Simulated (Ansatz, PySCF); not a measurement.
Reaction (SMILES): [Br][Ge][Br] → [Br][Ge][Br] as doublet, charge +1 + e-
Each molecule is optimised on its own at B3LYP-D3(BJ)/def2-TZVP (Ansatz, an electronic-structure program). A spin state is the lowest found, not a proven ground state.

Quantity: adiabatic ionisation energy (0 K, with B3LYP-D3(BJ) harmonic zero-point energies from PySCF), in eV. Correlated levels leave the core frozen unless marked. UHF or UKS for open shells. No spin-orbit coupling. The frozen core is the preceding noble-gas configuration, with the filled d and f shells of earlier blocks. Non-relativistic. Basis-set limits of correlation are two-point, X^-3; Hartree-Fock from the larger set. [CCSD(T)-MP2]/basis is that difference in the basis named.

| level | program | adiabatic ionisation energy (eV) |
|---|---|---|
| B3LYP-D4/def2-TZVPD | Ansatz + dftd4 | 9.62 |
| HSE06/def2-TZVPD | Ansatz | 9.49 |
| wB97X-V/def2-TZVPD | Ansatz | 9.61 |
| B2GP-PLYP-D3(BJ)/def2-TZVPD | Ansatz + dftd3 | 9.53 |
| SCS-MP2/6-31G* | Ansatz | 9.39 |
| SCS-MP2/aug-cc-pVDZ | Ansatz | 9.51 |
| SCS-MP2/cc-pVDZ | Ansatz | 9.35 |
| CCSD/6-31G* | Ansatz | 9.37 |
| CCSD/cc-pVTZ | Ansatz | 9.45 |
| RI-MP2/CBS(aug-cc-pVTZ,aug-cc-pVQZ)+[CCSD(T)-MP2]/aug-cc-pVTZ | Ansatz | 9.63 |
